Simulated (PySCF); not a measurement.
## Strontium: a sound run and one with changed settings

Sound run: Sr [Kr] 5s2, Sr⁺ [Kr] 5s1. Computed with PySCF 2.14 in Sapporo-DKH3-DZP-2012 (7s6p2d, 35 functions), with scalar relativity by spin-free X2C-1e. The sound run starts from symmetry-adapted Hartree-Fock orbitals and uses a fine grid where one is needed.

Changed run: radial step 0.8 in ln r (0.13 in the sound run). This setting is unsound on purpose.

```json
{"species": "Sr", "method": "UHF", "sound run (hartree)": "-3177.15839", "changed run (hartree)": "-3177.15839", "converged": "yes"}
{"species": "Sr", "method": "B3LYP", "sound run (hartree)": "-3179.14334", "changed run (hartree)": "-3179.52816", "converged": "yes"}
{"species": "Sr", "method": "BP86", "sound run (hartree)": "-3179.48492", "changed run (hartree)": "-3180.04096", "converged": "yes"}
{"species": "Sr⁺", "method": "UHF", "sound run (hartree)": "-3176.98382", "changed run (hartree)": "-3176.98382", "converged": "yes"}
{"species": "Sr⁺", "method": "B3LYP", "sound run (hartree)": "-3178.93090", "changed run (hartree)": "-3179.31371", "converged": "yes"}
{"species": "Sr⁺", "method": "BP86", "sound run (hartree)": "-3179.27005", "changed run (hartree)": "-3179.81545", "converged": "yes"}
```

Ionisation energy of Sr:

```csv
method,sound run (eV),changed run (eV)
UHF,4.750,4.750
B3LYP,5.781,5.836
BP86,5.847,6.136
```

A coarse radial grid mis-integrates the density and the exchange-correlation energy, with errors of either sign; Hartree-Fock needs no grid.

For comparison, NIST gives 5.695 eV between the lowest levels.
